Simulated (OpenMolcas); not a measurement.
## Levels of Ge by method

```
Program             : OpenMolcas 26.06
Basis               : ANO-R2 [6s5p4d3f1g]
Scalar Hamiltonian  : X2C, finite nucleus
Active space        : 4 electrons in 9 orbitals (RAS2 4s 4p; RAS3 4d, at most 2 electrons)
State averaging     : 2S+1 = 3 even, 3 roots; 2S+1 = 1 even, 6 roots; 2S+1 = 5 odd, 1 root; 2S+1 = 3 odd, 5 roots
Spin-orbit coupling : state interaction with AMFI integrals over the reference wave functions, term energies averaged over their components
```

Methods on the same reference wave functions:
A. RASSCF
B. SS-RASPT2, IPEA 0.25 Eh, imaginary shift 0.1 Eh (closed shells correlated: 3d)

Energies in cm-1 above 4s2 4p2 3P0, the measured ground level; measured values from NIST Handbook of Basic Atomic Spectroscopic Data.

```
       Level      A      B  Measured
 4s2 4p2 3P0    0.0    0.0       0.0
 4s2 4p2 3P1    483    493       557
 4s2 4p2 3P2   1269   1269      1410
 4s2 4p2 1D2   9372   7800      7125
 4s2 4p2 1S0  20085  17460     16367
4s 4p3 5S* 2  35510  40120     41927
```

Deviations, from unrounded energies. A percentage is the sum of absolute deviations over the sum of measured energies, with the sign that they share, or ± where signs differ.

| Against measurement | Levels | A | B |
| --- | --- | --- | --- |
| mean absolute deviation (cm-1) | 5 | 2500 | 760 |
| fine structure of the ground term (%) | 2 | -11.0 | -10.4 |
| other terms of the ground configuration (%) | 2 | +25.4 | +7.5 |
| other configurations (%) | 1 | -15.3 | -4.3 |

B lies closest to measurement on these levels. The largest miss of B in the table is 4s 4p3 5S* 2, by -1800 cm-1. The ranking rests on the paired levels alone, and a cruder setting can come out closer through cancelling errors.

From A to B the spin-free energies of the other terms of 4s2 4p2 shown, above 3P, scale by factors of 0.81 to 0.86.

The lowest spin-free term lies below A's lowest term by 0.490 hartree in B.

Active for correlation alone: 4d; no level in the range computed is led by a configuration that fills it, so any true level of that kind is missing. Without dynamic correlation excited terms often stand tens of per cent too high (terms of higher spin than the ground term too low), and those without a measured partner can miss by more than the paired ones (holds for A). Computed and measured levels are paired by configuration, term and J; levels that our copy of the source lacks, or whose pairing is in doubt (as where it misses far off the trend of its configuration), stay unpaired and out of the deviations. Only configurations of the active space appear. The table leaves out levels that lie high or whose names do not pair safely across all columns.

* marks odd parity.
